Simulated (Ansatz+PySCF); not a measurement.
Two shapes of singlet Li₂F₂.

Shape 1:

```xyz
4

Li    1.1047    0.0000    0.0000
Li   -1.1047    0.0000    0.0000
F     0.0000    1.2925    0.0000
F     0.0000   -1.2925    0.0000
```

Shape 2:

```xyz
4

Li    1.1931    0.0000    0.0000
Li   -1.1931    0.0000    0.0000
F     0.0000    1.3959    0.0000
F     0.0000   -1.3959    0.0000
```

Basis set: def2-SVP (spherical functions). Correlated methods keep 2 orbitals frozen. Charge 0, multiplicity 1.

Computed with Ansatz (development build ahead of 0.2.0); each method stands on the lowest determinant of its kind that the runs found.

(1) Which shape is lower in energy, and by how much in each method?

Answers

(1)

```json
{"method": "RHF", "E(2) − E(1) (eV)": "0.278"}
{"method": "UHF", "E(2) − E(1) (eV)": "0.278"}
{"method": "UHF-CCSD", "E(2) − E(1) (eV)": "0.232"}
{"method": "RHF-CCSD(T)", "E(2) − E(1) (eV)": "0.227"}
{"method": "UHF-CCSD(T)", "E(2) − E(1) (eV)": "0.227"}
```

Shape 1 is lower.
